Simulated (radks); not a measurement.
All-electron atom: the cerium ion Ce+ in [Xe] 4f1 5d1.5 6p0.5 (fractional occupations, a model configuration). Calculated with a radial shooting solver on a logarithmic mesh with Libxc functionals: scalar-relativistic Kohn-Sham, SCAN, spin-unpolarised, spherical densities, finite nucleus; meta-GGA in the generalised Kohn-Sham scheme; Fermi nuclear charge, rms radius 4.8771 fm.

Local quantities along the radius. ELF = 1/(1 + alpha^2) is the electron localisation function; alpha = (tau - tau_W)/tau_unif compares the Pauli kinetic energy density with that of the uniform gas; -r V(r) is the screened charge that the Kohn-Sham potential presents (atomic units); 4 pi r^2 rho is in e/bohr; r v_xc is r times the local exchange-correlation potential (hartree bohr, multiplicative part alone). tau is taken from the large components.

| r (bohr) | ELF | alpha | -r V(r) | 4 pi r^2 rho | r v_xc |
|---|---|---|---|---|---|
| 0.001182 | 0.999 | 0.02400 | 57.68 | 3.674 | -0.1197 |
| 0.001387 | 0.999 | 0.02431 | 57.62 | 4.794 | -0.1309 |
| 0.001615 | 0.999 | 0.02482 | 57.55 | 6.149 | -0.1433 |
| 0.001895 | 0.999 | 0.02562 | 57.46 | 7.954 | -0.1584 |
| 0.002206 | 0.999 | 0.02667 | 57.36 | 10.10 | -0.1749 |
| 0.002589 | 0.999 | 0.02817 | 57.24 | 12.91 | -0.1947 |
| 0.003038 | 0.999 | 0.03017 | 57.10 | 16.38 | -0.2171 |
| 0.003537 | 0.999 | 0.03268 | 56.95 | 20.35 | -0.2411 |
| 0.00415 | 0.999 | 0.03616 | 56.76 | 25.32 | -0.2691 |
| 0.004832 | 0.998 | 0.04056 | 56.55 | 30.81 | -0.2984 |
| 0.00567 | 0.998 | 0.04680 | 56.29 | 37.35 | -0.3320 |
| 0.006601 | 0.997 | 0.05491 | 56.01 | 44.16 | -0.3665 |
| 0.007746 | 0.996 | 0.06685 | 55.67 | 51.70 | -0.4052 |
| 0.00909 | 0.993 | 0.08414 | 55.27 | 59.19 | -0.4461 |
| 0.01058 | 0.988 | 0.1084 | 54.84 | 65.73 | -0.4868 |
| 0.01242 | 0.979 | 0.1471 | 54.33 | 71.38 | -0.5322 |
| 0.01446 | 0.960 | 0.2047 | 53.77 | 74.96 | -0.5801 |
| 0.01697 | 0.917 | 0.3017 | 53.13 | 76.38 | -0.6437 |
| 0.01975 | 0.832 | 0.4493 | 52.46 | 75.43 | -0.7315 |
| 0.02318 | 0.678 | 0.6889 | 51.49 | 72.58 | -0.6511 |
| 0.0272 | 0.490 | 1.020 | 50.39 | 69.14 | -0.5426 |
| 0.03166 | 0.363 | 1.325 | 49.52 | 67.09 | -0.7309 |
| 0.03716 | 0.323 | 1.448 | 48.23 | 68.10 | -0.6908 |
| 0.04326 | 0.377 | 1.286 | 46.88 | 73.13 | -0.6469 |
| 0.05076 | 0.511 | 0.9781 | 45.40 | 82.16 | -0.6996 |
| 0.0591 | 0.651 | 0.7327 | 44.15 | 91.85 | -1.048 |
| 0.06935 | 0.736 | 0.5989 | 42.35 | 99.11 | -1.067 |
| 0.08138 | 0.740 | 0.5928 | 40.50 | 99.56 | -1.150 |
| 0.09474 | 0.656 | 0.7249 | 38.47 | 92.95 | -1.071 |
| 0.1112 | 0.477 | 1.047 | 36.14 | 82.19 | -0.8988 |
| 0.1294 | 0.347 | 1.373 | 34.15 | 74.54 | -1.081 |
| 0.1519 | 0.360 | 1.334 | 31.76 | 74.23 | -1.084 |
| 0.1768 | 0.511 | 0.9788 | 29.36 | 80.48 | -1.058 |
| 0.2075 | 0.689 | 0.6723 | 27.26 | 86.43 | -1.490 |
| 0.2435 | 0.759 | 0.5640 | 24.80 | 82.41 | -1.515 |
| 0.2835 | 0.704 | 0.6482 | 22.56 | 67.23 | -1.514 |
| 0.3327 | 0.441 | 1.125 | 20.52 | 46.80 | -1.736 |
| 0.3873 | 0.212 | 1.931 | 17.70 | 33.65 | -1.016 |
| 0.4545 | 0.277 | 1.617 | 15.70 | 31.22 | -1.230 |
| 0.5291 | 0.581 | 0.8491 | 14.09 | 35.02 | -1.725 |
| 0.6209 | 0.754 | 0.5709 | 11.87 | 36.43 | -1.584 |
| 0.7286 | 0.730 | 0.6085 | 10.06 | 30.86 | -1.603 |
| 0.8483 | 0.554 | 0.8979 | 7.468 | 21.99 | -0.4660 |
| 0.9954 | 0.325 | 1.440 | 6.913 | 14.23 | -1.201 |
| 1.159 | 0.270 | 1.643 | 5.840 | 10.35 | -1.190 |
| 1.36 | 0.437 | 1.135 | 4.415 | 8.736 | -0.7434 |
| 1.583 | 0.679 | 0.6877 | 4.194 | 7.645 | -1.303 |
| 1.858 | 0.734 | 0.6020 | 3.508 | 5.907 | -1.254 |
| 2.18 | 0.624 | 0.7769 | 2.494 | 3.851 | -0.6855 |
| 2.538 | 0.379 | 1.280 | 3.041 | 2.225 | -1.510 |
| 2.979 | 0.132 | 2.570 | 1.927 | 1.137 | -0.5842 |
| 3.467 | 0.049 | 4.427 | 1.830 | 0.6119 | -0.6053 |
| 4.069 | 0.033 | 5.389 | 1.705 | 0.3621 | -0.5678 |
| 4.737 | 0.039 | 4.941 | 1.630 | 0.2422 | -0.5508 |
| 5.559 | 0.049 | 4.427 | 1.562 | 0.1554 | -0.5222 |
| 6.524 | 0.045 | 4.595 | 1.470 | 0.08720 | -0.4534 |
| 7.595 | 0.029 | 5.760 | 1.364 | 0.04138 | -0.3583 |
| 8.912 | 0.012 | 9.156 | 1.256 | 0.01451 | -0.2542 |
| 10.38 | 0.003 | 17.96 | 1.166 | 0.003998 | -0.1657 |
| 12.18 | 0.000 | 47.58 | 1.090 | 0.0007236 | -0.08957 |

On this mesh the ELF has minima near r = 0.037, 0.13, 0.39, 1.2 bohr, which separate the shells, and maxima near 0.081 (0.74), 0.24 (0.76), 0.62 (0.75), 1.9 (0.73).

Self-consistent cycle (total energy in hartree, residual of the potential): 1: -8860.456107, 3e+00; 2: -8860.849530, 2e+00; 3: -8861.268458, 3e-01; 4: -8861.316247, 4e-02; 5: -8861.318232, 1e-02; 6: -8861.318630, 3e-03; 7: -8861.318533, 1e-03; 8: -8861.318529, 3e-04; 9: -8861.318536, 1e-04; 10: -8861.318537, 3e-05; 11: -8861.318536, 1e-05; 12: -8861.318536, 7e-06; 13: -8861.318536, 2e-06.
